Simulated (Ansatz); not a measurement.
Molecule: MoO$_{3}$, charge -1, multiplicity 2. The spin state was set by rule; other spins were not relaxed. SMILES of the parent species: [O]=[Mo](=[O])=[O]
Structure (B3LYP-D3(BJ)/def2-TZVP (Ansatz, a quantum-chemistry and plane-wave program) minimum search):
```
Mo
O 1 1.7431
O 1 1.7431 2 116.26
O 1 1.7431 2 116.26 3 142.51
```
Charge -1, spin multiplicity 2.

**Question.** Give the harmonic wavenumbers at B3LYP-D3(BJ)/def2-TZVP (Ansatz, finite differences of forces, unscaled).

**Answer.** 160, 309, 309, 917, 917, 937 cm⁻¹. Zero-point energy 5.1 kcal/mol.

**Question.** From these and the geometry, give the ideal-gas thermochemistry at 298.15 K and 1 atm (rigid rotor, harmonic oscillator).

**Answer.** Point group C3v, rotational symmetry number 3. Rotational constants 6.844, 6.844, 3.604 GHz. S(trans) 40.80, S(rot) 22.87, S(vib) 5.66, S(elec, spin only) 1.38, S 70.7 cal/(mol K). H(298) - H(0) 3.37 kcal/mol; G - E(el) -12.6 kcal/mol.
